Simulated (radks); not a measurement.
Q: Ionisation ladder of praseodymium, from Pr to Pr21+. Each ion is in the ground configuration listed by NIST, and IE = E(next ion) - E(this ion). Method: scalar-relativistic Kohn-Sham, LDA (Slater exchange, VWN5 correlation), spin-polarised, spherical densities, finite nucleus; open shells are filled with parallel spins first (spin-orbit coupling, left out, can overturn this in heavy ions); Fermi nuclear charge, rms radius 4.8919 fm; computed with a radial shooting solver on a logarithmic mesh with Libxc functionals.

species          configuration  IE, Delta-SCF (eV)  -e(HOMO) (eV)     HOMO  <r> HOMO (bohr)
Pr                [Xe] 4f3 6s2               5.617          2.006    4f up             1.18
Pr+               [Xe] 4f3 6s1              11.061          7.927    4f up             1.16
Pr2+                  [Xe] 4f3              22.544         14.786    4f up             1.13
Pr3+                  [Xe] 4f2              39.865         30.729    4f up             1.00
Pr4+                  [Xe] 4f1              59.509         49.291    4f up            0.928
Pr5+                      [Xe]              89.352         76.985       5p             1.54
Pr6+     [Kr] 4d10 4f1 5s2 5p4                   ?         80.945    4f up            0.892
Pr7+     [Kr] 4d10 4f1 5s2 5p3                   ?         97.773    4f up            0.877
Pr8+     [Kr] 4d10 4f1 5s2 5p2                   ?         114.94    4f up            0.859
Pr9+         [Kr] 4d10 4f2 5s2              141.90         126.36    4f up            0.865
Pr10+        [Kr] 4d10 5s2 5p1              160.37         152.75    5p up             1.40
Pr11+            [Kr] 4d10 5s2              200.79         192.63       5s             1.27
Pr12+            [Kr] 4d10 5s1              219.27         211.02    5s up             1.25
Pr13+                [Kr] 4d10              351.52         336.32       4d            0.689
Pr14+                 [Kr] 4d9              382.59         367.08  4d down            0.680
Pr15+                 [Kr] 4d8              414.26         398.47  4d down            0.670
Pr16+                 [Kr] 4d7              446.49         430.44  4d down            0.661
Pr17+                 [Kr] 4d6                   ?         462.94  4d down            0.652
Pr18+                 [Kr] 4d5              520.89         503.93    4d up            0.642
Pr19+                 [Kr] 4d4              555.55         538.31    4d up            0.634
Pr20+                 [Kr] 4d3              590.75         573.25    4d up            0.626
Pr21+                 [Kr] 4d2              626.46         608.72    4d up            0.618

Estimate the withheld Delta-SCF values.

A: Pr6+: 94.528 eV (NIST 97); Pr7+: 112.19 eV (NIST 112); Pr8+: 130.16 eV (NIST 131); Pr17+: 479.22 eV (NIST 478).
